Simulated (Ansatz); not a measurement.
A run for Ansatz (an electronic-structure program): R-PBE/def2-TZVPP on Na2 (SMILES [Na][Na]).

Ansatz 0.2 input:
```yaml
crystal:
  periodic: [false, false, false]
  atoms:
    - {symbol: Na, position_ang: [0.00000000, 0.00000000, -1.52698619]}
    - {symbol: Na, position_ang: [-0.00000000, -0.00000000, 1.52698619]}
basis:
  gaussian:
    orbitals: def2-TZVPP
hamiltonian:
  xc: {name: PBE}
scf: {lower_state_search: off}
```

Problem. What total energy does the run end on?

Solution. -324.3493 hartree.
